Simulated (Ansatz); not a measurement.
Geometry optimisation, Ansatz 0.2.0, RKS PBE-D4/def2-SVP.

The input (input.yaml):

```yaml
crystal:
  periodic: [false, false, false]
  atoms:
    - { symbol: B, position_ang: [-0.6622, 2.0122, 0.731] }
    - { symbol: Si, position_ang: [-0.8911, 0.4478, -0.356] }
    - { symbol: C, position_ang: [0.5063, -0.7191, -0.0215] }
    - { symbol: "N", position_ang: [0.4129, -1.95, -0.753] }
    - { symbol: O, position_ang: [1.743, -0.1329, -0.4354] }
    - { symbol: H, position_ang: [0.2027, 2.1927, 1.4568] }
    - { symbol: H, position_ang: [-1.4936, 2.915, 0.6413] }
    - { symbol: H, position_ang: [-0.8501, 0.8278, -1.7873] }
    - { symbol: H, position_ang: [-2.1514, -0.1962, 0.0232] }
    - { symbol: H, position_ang: [0.5695, -0.9418, 1.1088] }
    - { symbol: H, position_ang: [1.1505, -2.5808, -0.5452] }
    - { symbol: H, position_ang: [-0.4733, -2.4447, -0.3307] }
    - { symbol: H, position_ang: [1.9572, 0.5352, 0.2827] }
basis:
  gaussian: { orbitals: def2-SVP }
hamiltonian:
  xc: pbe
  dispersion: d4
relax:
  f_tol: 0.02
  max_steps: 50
```

Command:

```bash
$ ansatz run input.yaml --threads 2 --pin off --max-ram 3072MiB --backend cpu --events-out ev --progress --plain --runs-dir out
```

Task: Where does it end, and by what steps?

Result: The forces met the threshold. After 14 steps the energy has fallen by 0.501 eV; H12 moved furthest, 0.51 Å.

```json
{"step": "0", "energy less start (eV)": "0.0000", "largest force component (eV/Å)": "3.931", "accepted": "yes"}
{"step": "1", "energy less start (eV)": "-0.4161", "largest force component (eV/Å)": "1.338", "accepted": "yes"}
{"step": "2", "energy less start (eV)": "-0.4750", "largest force component (eV/Å)": "0.249", "accepted": "yes"}
{"step": "3", "energy less start (eV)": "-0.4776", "largest force component (eV/Å)": "0.308", "accepted": "yes"}
{"step": "4", "energy less start (eV)": "-0.4908", "largest force component (eV/Å)": "0.108", "accepted": "yes"}
{"step": "5", "energy less start (eV)": "-0.4928", "largest force component (eV/Å)": "0.174", "accepted": "yes"}
{"step": "6", "energy less start (eV)": "-0.4975", "largest force component (eV/Å)": "0.097", "accepted": "yes"}
{"step": "7", "energy less start (eV)": "-0.4991", "largest force component (eV/Å)": "0.112", "accepted": "yes"}
{"step": "8", "energy less start (eV)": "-0.5000", "largest force component (eV/Å)": "0.042", "accepted": "yes"}
{"step": "9", "energy less start (eV)": "-0.4998", "largest force component (eV/Å)": "0.102", "accepted": "no"}
{"step": "10", "energy less start (eV)": "-0.5005", "largest force component (eV/Å)": "0.057", "accepted": "yes"}
{"step": "11", "energy less start (eV)": "-0.5010", "largest force component (eV/Å)": "0.050", "accepted": "yes"}
{"step": "12", "energy less start (eV)": "-0.5013", "largest force component (eV/Å)": "0.039", "accepted": "yes"}
{"step": "13", "energy less start (eV)": "-0.5013", "largest force component (eV/Å)": "0.048", "accepted": "no"}
{"step": "14", "energy less start (eV)": "-0.5015", "largest force component (eV/Å)": "0.015", "accepted": "yes"}
```

```xyz
13
Properties=species:S:1:pos:R:3
B -0.661 2.146 0.676
Si -0.939 0.386 -0.254
C 0.548 -0.808 0.067
N 0.494 -1.965 -0.786
O 1.728 -0.065 -0.295
H 0.414 2.468 1.157
H -1.561 2.960 0.766
H -0.963 0.681 -1.736
H -2.280 -0.233 0.096
H 0.608 -1.048 1.168
H 1.138 -2.702 -0.472
H -0.448 -2.365 -0.837
H 1.941 0.510 0.464
```

Run time: 14 s on 2 threads of AMD EPYC 9R45 96-Core Processor (Zen 5), with other jobs on the host, peak memory 0.2 GiB.
